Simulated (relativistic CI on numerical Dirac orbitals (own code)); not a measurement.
**d3 in a ligand field**

Computed with a parametric ligand-field model of a d^n configuration (Racah B and C, spin-orbit zeta, crystal field), exact diagonalisation.

Field parameters in Wybourne normalisation: Td as Oh with Dq negative (B⁴₀ = 21Dq, B⁴₄ = √(5/14) B⁴₀). The field is a parameter set, without covalency.

**Question.** Ground term and bands for B = 420, C = 1650, ζ = 0 cm⁻¹, Td, 10Dq = -3440 cm⁻¹?

**Answer.** Ground term 4T1 with 1.91 electrons in the two orbitals of the cubic e set. Spin-allowed: 4T2 2973 cm⁻¹, 4A2 6413 cm⁻¹ (1559 nm), 4T1 8805 cm⁻¹ (1136 nm). Lowest spin-forbidden: 2E 4494 cm⁻¹ (2225 nm), 2T1 7189 cm⁻¹ (1391 nm), 2T2 7292 cm⁻¹ (1371 nm).

**Question.** Ground term and bands for B = 420, C = 1650, ζ = 0 cm⁻¹, Td, 10Dq = -7980 cm⁻¹?

**Answer.** Ground term 4T1 with 1.96 electrons in the two orbitals of the cubic e set. Spin-allowed: 4T2 7237 cm⁻¹ (1382 nm), 4T1 12794 cm⁻¹ (782 nm), 4A2 15217 cm⁻¹ (657 nm). Lowest spin-forbidden: 2E 69 cm⁻¹, 2T1 7046 cm⁻¹ (1419 nm), 2T2 7328 cm⁻¹ (1365 nm).

**Question.** Ground term and bands for B = 420, C = 1650, ζ = 0 cm⁻¹, Td, 10Dq = -5710 cm⁻¹?

**Answer.** Ground term 4T1 with 1.94 electrons in the two orbitals of the cubic e set. Spin-allowed: 4T2 5078 cm⁻¹ (1969 nm), 4T1 10745 cm⁻¹ (931 nm), 4A2 10788 cm⁻¹ (927 nm). Lowest spin-forbidden: 2E 2299 cm⁻¹, 2T1 7116 cm⁻¹ (1405 nm), 2T2 7336 cm⁻¹ (1363 nm).

**Question.** Ground term and bands for B = 420, C = 1650, ζ = 0 cm⁻¹, Td, 10Dq = -3070 cm⁻¹?

**Answer.** Ground term 4T1 with 1.90 electrons in the two orbitals of the cubic e set. Spin-allowed: 4T2 2637 cm⁻¹, 4A2 5707 cm⁻¹ (1752 nm), 4T1 8504 cm⁻¹ (1176 nm). Lowest spin-forbidden: 2E 4843 cm⁻¹ (2065 nm), 2T1 7196 cm⁻¹ (1390 nm), 2T2 7272 cm⁻¹ (1375 nm).

**Question.** Ground term and bands for B = 420, C = 1650, ζ = 0 cm⁻¹, Td, 10Dq = -2690 cm⁻¹?

**Answer.** Ground term 4T1 with 1.89 electrons in the two orbitals of the cubic e set. Spin-allowed: 4T2 2296 cm⁻¹, 4A2 4986 cm⁻¹ (2006 nm), 4T1 8201 cm⁻¹ (1219 nm). Lowest spin-forbidden: 2E 5196 cm⁻¹ (1924 nm), 2T1 7200 cm⁻¹ (1389 nm), 2T2 7244 cm⁻¹ (1381 nm).
